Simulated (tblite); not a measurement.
C7H13FP (charge +1).
Numbering: `[CH3:1][CH2:2][P+:3]1([CH2:4][CH3:5])[C:6]([CH3:7])=[C:8]1[F:9]` (hydrogens: H10, H11, H12 on C1; H13, H14 on C2; H15, H16 on C4; H17, H18, H19 on C5; H20, H21, H22 on C7)

Cartesian coordinates in Å at the GFN2-xTB level; atoms count from 1:
```
atom  x, y, z in Å
C1     2.822   -0.245    0.937
C2     1.974    0.637    0.022
P3     0.223    0.080    0.016
C4    -0.101   -1.626   -0.582
C5    -1.574   -1.985   -0.456
C6    -1.138    1.291    0.107
C7    -1.972    2.252   -0.613
C8    -0.859    0.723    1.282
F9    -1.218    0.713    2.536
H10    2.859   -1.272    0.582
H11    2.439   -0.238    1.955
H12    3.841    0.136    0.955
H13    2.345    0.605   -1.006
H14    1.975    1.677    0.361
H15    0.522   -2.301    0.013
H16    0.238   -1.677   -1.621
H17   -1.907   -1.938    0.579
H18   -1.730   -3.000   -0.813
H19   -2.196   -1.319   -1.052
H20   -2.711    2.676    0.066
H21   -2.484    1.772   -1.447
H22   -1.361    3.056   -1.024
```

Calculated harmonic vibrations of the isolated species, GFN2-xTB (tblite), most abundant isotopes, no scaling. This tight-binding method is rough: wavenumbers can miss measured ones by several per cent, in bad cases by 10 to 20. One conformer, not necessarily the lowest.

Harmonic wavenumbers (cm⁻¹): 29.5, 50.3, 78.5, 83.6, 106.1, 109.7, 142.6, 198.8, 219.3, 228.4, 246.9, 290.6, 330.0, 356.1, 392.9, 545.4, 664.8, 711.5, 742.1, 742.8, 773.6, 901.9, 963.3, 977.2, 994.0, 998.3, 1001.6, 1040.6, 1053.9, 1062.8, 1184.3, 1188.5, 1211.5, 1221.1, 1240.8, 1377.1, 1387.4, 1392.8, 1410.5, 1413.6, 1416.7, 1424.8, 1471.1, 1471.9, 1474.6, 1478.8, 1809.9, 2932.1, 2941.2, 2945.9, 2948.4, 3004.3, 3019.8, 3029.9, 3036.0, 3036.2, 3039.9, 3043.2, 3056.1, 3056.6.

A = 1390, B = 1034, C = 869.7 MHz; mass 147.074 u (most abundant isotopes); point group C1, symmetry number 1.

Problem. What is the zero-point energy?

Solution. Half the sum of the wavenumbers: 39351 cm⁻¹ = 112.51 kcal/mol.

Problem. What is S at 400 K and 1 bar for an ideal gas of classical rigid rotors and harmonic oscillators?

Solution. Translation 42.35, rotation 30.81, vibration 56.19: S = 129.4 cal/(mol K).

Problem. And Cp and H(400 K) − H(0)?

Solution. Cp = 56.36 cal/(mol K), of which vibrations give 48.41 (their classical limit is 60 R = 119.2); H(400 K) − H(0) = 13.94 kcal/mol without the zero-point energy, 10.76 from vibrations.

Problem. Which modes carry the vibrational entropy at 400 K?

Solution. 29.5 cm⁻¹: 6.45; 50.3 cm⁻¹: 5.39; 78.5 cm⁻¹: 4.51; 83.6 cm⁻¹: 4.38; 106.1 cm⁻¹: 3.91; 109.7 cm⁻¹: 3.85 cal/(mol K); the other 54 give 27.71 together.

Problem. Blend soft modes into free rotors: weight 1/[1 + (100 cm⁻¹/ν̃)⁴] for the oscillator and the rest for a rotor with moment μB/(μ + B), μ = h/(8π²ν), B = 10⁻⁴⁴ kg m². What vibrational entropy results?

Solution. 50.32 cal/(mol K) in place of 56.19, which changes −T·S at 400 K by +2.35 kcal/mol.

Problem. How do the functions run with temperature in this model?

Solution. 
| T (K) | S (cal/(mol K)) | Cp (cal/(mol K)) | H − H(0) (kcal/mol) | G − H(0) (kcal/mol) | ln q(vib) |
| --- | --- | --- | --- | --- | --- |
| 50 | 62.9 | 17.1 | 0.60 | -2.55 | 1.15 |
| 100 | 77.4 | 25.2 | 1.67 | -6.07 | 3.29 |
| 298.15 | 114.4 | 45.8 | 8.73 | -25.38 | 11.19 |
| 373.15 | 125.5 | 53.6 | 12.46 | -34.38 | 13.82 |
| 500 | 142.9 | 65.6 | 20.05 | -51.42 | 18.05 |
| 750 | 173.1 | 83.0 | 38.77 | -91.03 | 25.75 |
| 1000 | 198.6 | 94.6 | 61.06 | -137.58 | 32.75 |

q(vib) and H(0) count from the zero-point level.

Hindered rotation and anharmonicity are outside this model. Other conformers, if any are populated, would add a mixing term that is left out. The structure is chiral; the term R ln 2 for an equal mix with its mirror image is left out.
